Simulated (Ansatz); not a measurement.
System: CrBr, net charge 0, sextet state. The spin state was set by rule; other spins were not relaxed. 
Structure (B3LYP-D3(BJ)/def2-TZVP (Ansatz, a first-principles code) minimum search):
SMILES: [Cr][Br]
```xyz
2

Cr     0.0000     0.0000    -1.4049
Br     0.0000     0.0000     0.9634
```
Charge 0, spin multiplicity 6.

Total electronic energies in hartree. Correlated levels leave the core frozen unless marked. Open shells are spin-unrestricted. No spin-orbit coupling. Frozen are the shells of the preceding noble gas and the d and f shells that filled before the atom's block. No relativistic terms. CBS(X,Y): correlation extrapolated as X^-3; Hartree-Fock from the larger set. [CCSD(T)-MP2]/basis is that difference in the basis named.

| level | program | energy (Eh) |
|---|---|---|
| RI-HF/def2-TZVPPD | Ansatz | -3615.81606 |
| RI-HF/def2-QZVPP | Ansatz | -3615.88638 |
| BLYP/def2-TZVPD | Ansatz | -3618.72727 |
| PBE0/def2-SVP | Ansatz | -3617.70268 |
| PBE0-D4/def2-TZVPD | Ansatz + dftd4 | … |
| PBE0/def2-TZVP | Ansatz | -3618.15895 |
| HSE06-D3(BJ)/def2-TZVPD | Ansatz + dftd3 | -3618.15903 |
| CAM-B3LYP-D4/def2-TZVPD | Ansatz + dftd4 | -3618.83800 |
| LC-wPBE-D4/def2-TZVPD | Ansatz + dftd4 | -3618.12539 |
| B2PLYP-D4/def2-TZVPD | Ansatz + dftd4 | -3617.97028 |
| RPA@PBE/def2-TZVPP | Ansatz | … |
| MP2/6-31G | Ansatz | -3615.41054 |
| SCS-MP2/STO-3G | Ansatz | -3577.09679 |
| SCS-MP2/6-31G | Ansatz | -3615.39405 |
| SCS-MP2/6-31G* | Ansatz | -3615.53507 |
| SCS-MP2/def2-QZVPP | Ansatz | -3616.11877 |
| SCS-MP2/def2-QZVPPD | Ansatz | -3616.11928 |
| CCSD/6-31G | Ansatz | -3615.42835 |
| CCSD/def2-TZVPP | Ansatz | -3616.10179 |
| CCSD(T)/def2-QZVPPD | Ansatz | -3616.21294 |
| RI-MP2/CBS(def2-TZVPPD,def2-QZVPPD)+[CCSD(T)-MP2]/def2-SVPD | Ansatz | -3616.2238 |
| RI-MP2/CBS(def2-TZVPPD,def2-QZVPPD)+[CCSD(T)-MP2]/def2-QZVPPD | Ansatz | -3616.2329 |
| CCSD(T)/CBS(def2-TZVPPD,def2-QZVPPD) | Ansatz | -3616.2336 |

Q: Complete the blanks.

A: 
- PBE0-D4/def2-TZVPD, energy (Eh): -3618.16189
- RPA@PBE/def2-TZVPP, energy (Eh): -3616.25564
